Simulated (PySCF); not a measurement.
## A search over the determinants of CdBi⁺

Unrestricted PBE0; basis Cd def2-SVP with ECP28, Bi def2-SVP with ECP60; scalar-relativistic core potentials; PySCF 2.14. Outer shells of the fragments: Cd 4d10 5s2; Bi+ 5d10 6s2 6p2.

Followed along the bond (rough minima from three points):

```json
{"2Ms+1": "3", "unpaired": "π ↑↑", "⟨S²⟩ at the start": "2.03", "R at minimum (Å)": "2.88", "Te (eV)": "0.00"}
{"2Ms+1": "1", "unpaired": "π ↑↓", "⟨S²⟩ at the start": "1.00", "R at minimum (Å)": "2.86", "Te (eV)": "0.36"}
{"2Ms+1": "3", "unpaired": "σ ↑, π ↑", "⟨S²⟩ at the start": "2.01", "R at minimum (Å)": "none in the scan", "Te (eV)": "≤ 1.24"}
{"2Ms+1": "1", "unpaired": "none", "⟨S²⟩ at the start": "0.00", "R at minimum (Å)": "none in the scan", "Te (eV)": "≤ 1.27"}
{"2Ms+1": "1", "unpaired": "σ ↓, π ↑", "⟨S²⟩ at the start": "1.01", "R at minimum (Å)": "none in the scan", "Te (eV)": "≤ 1.42"}
```

Solutions found at the starting distance of 2.960 Å, counted from the lowest of them; the search is not exhaustive and high or unbound solutions are not listed, so other states can lie among these:

| 2Ms+1 | unpaired | term | E (eV) | ⟨S²⟩ | ⟨Lz²⟩ | μ (D) |
| --- | --- | --- | --- | --- | --- | --- |
| 3 | π ↑↑ | ³Σ⁻ | 0.00 | 2.03 | 0.00 | -3.54 |
| 1 | π ↑↓ | mixed | 0.37 | 1.00 | 2.01 | -3.51 |
| 1 | none | mixed | 1.28 | 0.00 | 2.00 | -3.45 |
| 3 | σ ↑, π ↑ | ³Π | 1.32 | 2.01 | 1.00 | 0.10 |
| 1 | σ ↓, π ↑ | mixed | 1.47 | 1.01 | 1.00 | -0.12 |
| 3 | σ ↑↑, π ↑↓ | mixed | 2.74 | 3.01 | 2.01 | -3.59 |
| 1 | σ ↓↓, π ↑↑ | mixed | 2.75 | 2.01 | 0.00 | -3.59 |
| 3 | σ ↑, π ↑ | ³Π | 3.53 | 2.01 | 1.02 | -6.54 |
| 1 | σ ↓, π ↑ | mixed | 3.64 | 1.03 | 1.01 | -6.38 |
| 3 | π ↑↑ | mixed | 4.94 | 2.01 | 2.00 | 2.10 |

A term symbol is given only where ⟨S²⟩ and ⟨Lz²⟩ are close to those of a pure state; real π, δ and φ orbitals otherwise mix terms. A positive dipole points towards Bi; it is taken about the centre of mass and depends on that origin.

These are scalar-relativistic numbers at best; spin–orbit coupling would shift them, the dissociation energy most. Counting both spins, an empty level lies below a filled one in some of these solutions, because spin and occupation are held.
